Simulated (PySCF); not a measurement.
CH4AlFOS, SMILES [SH][Al]([O]C)[F]. Geometry: PBE0-D3(BJ)/def2-SVP. The structure was generated by enumeration; whether it is a known compound was not checked. The values are those of a single conformer.

Task: Give the equilibrium geometry at PBE0-D3(BJ)/def2-SVP (PySCF confirms it by a frequency run) as bond lengths and angles, and its point group. (An estimate is asked for; the answer gives what the named calculation found.)

Result: One answer among several that fit: point group Cs.
Atoms: Al1 F2 O3 C4 H5 H6 H7 S8 H9. Bond lengths (Å): Al1–F2 1.662, Al1–O3 1.672, Al1–S8 2.163, O3–C4 1.388, C4–H5 1.104, C4–H6 1.105, C4–H7 1.104, S8–H9 1.352. Angles (°): F2–Al1–O3 122.1, F2–Al1–S8 118.8, O3–Al1–S8 119.1, Al1–O3–C4 144.9, O3–C4–H5 110.5, O3–C4–H6 112.7, O3–C4–H7 110.5, H5–C4–H6 107.8, H5–C4–H7 107.4, H6–C4–H7 107.8, Al1–S8–H9 92.4.
